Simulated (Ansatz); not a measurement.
Basis sets compared for Ga12N12H32, a nanocrystal cut from zinc blende GaN (hydrogen-capped). Total charge 0; singlet. Geometry PBE-D4/def2-SVP. Ansatz on 11 threads of AMD EPYC 7R13 on a shared host and a whole NVIDIA H100 80GB HBM3; times are rough, and most runs start from earlier orbitals.

```xyz
56

N     3.041    1.487    1.488
N     0.511    2.475   -2.953
N    -0.378   -0.891   -3.207
N     2.446   -1.685    1.418
N     0.720   -2.810   -0.950
N     1.472    0.218   -0.879
N     0.061    2.090    1.302
N    -1.662    1.010   -1.043
N    -0.620   -1.036    1.240
N     1.013    0.269    3.549
N    -2.338   -2.065   -1.224
N    -3.670   -0.029    1.279
Ga    2.103    1.813   -1.899
Ga    2.991   -0.182    0.297
Ga    1.498    1.955    2.634
Ga    1.283   -1.308   -2.085
Ga   -1.275    2.729   -1.996
Ga   -2.107   -0.370   -2.300
Ga    2.268   -3.354    0.254
Ga    0.827   -1.479    2.490
Ga   -0.909   -2.621    0.134
Ga   -0.191    0.487    0.101
Ga   -3.277    1.532    0.023
Ga   -2.184   -0.753    2.445
H     3.927    1.504    2.014
H     3.130    2.251    0.790
H     0.765    3.432   -3.242
H     0.413    1.974   -3.847
H    -0.551   -1.707   -3.814
H    -0.120   -0.154   -3.880
H     3.229   -1.933    2.043
H     0.611   -3.644   -1.551
H     0.184    2.902    0.671
H    -0.861    2.262    1.740
H     1.601    0.103    4.378
H     0.054    0.404    3.922
H    -2.469   -2.858   -1.872
H    -3.239   -2.024   -0.726
H    -4.192   -0.785    0.813
H    -4.358    0.362    1.941
H     3.232    1.412   -2.937
H     2.368    2.999   -0.844
H     4.423   -0.296   -0.354
H     1.739    3.180    3.593
H     2.454   -1.620   -3.093
H    -2.350    2.965   -3.138
H    -0.899    3.842   -0.916
H    -3.270   -0.206   -3.351
H     3.572   -3.448   -0.643
H     1.766   -4.531    1.191
H     0.566   -2.610    3.557
H    -1.421   -3.941    0.827
H    -2.867    2.673    1.061
H    -4.538    1.651   -0.932
H    -1.840    0.485    3.414
H    -2.686   -2.123    3.062
```

Single mean-field runs in def2-SVP, def2-TZVP are fitted with def2-universal-jkfit.

Binding counts from free atoms (N quartet, Ga doublet, H doublet) in the same basis, without a counterpoise term.

```csv
level,functions,energy (Eh),HOMO (eV),LUMO (eV),binding per atom (eV),wall time
PBE-D4/def2-SVP,712,-23767.6333,-6.03,-1.10,3.34,8.5 s
PBE0-D4/def2-SVP,712,-23768.1914,-7.28,-0.26,3.29,8 s
```

(1) Estimate the rows for PBE-D4/def2-TZVP, PBE0-D4/def2-TZVP (with forces).

## Answers

(1) 
```json
{"level": "PBE-D4/def2-TZVP", "functions": "1140", "energy (Eh)": "-23771.3508", "HOMO (eV)": "-6.11", "LUMO (eV)": "-1.45", "binding per atom (eV)": "3.30", "wall time": "9 s"}
{"level": "PBE0-D4/def2-TZVP (with forces)", "functions": "1140", "energy (Eh)": "-23771.8856", "HOMO (eV)": "-7.32", "LUMO (eV)": "-0.63", "binding per atom (eV)": "3.26", "wall time": "14 s"}
```
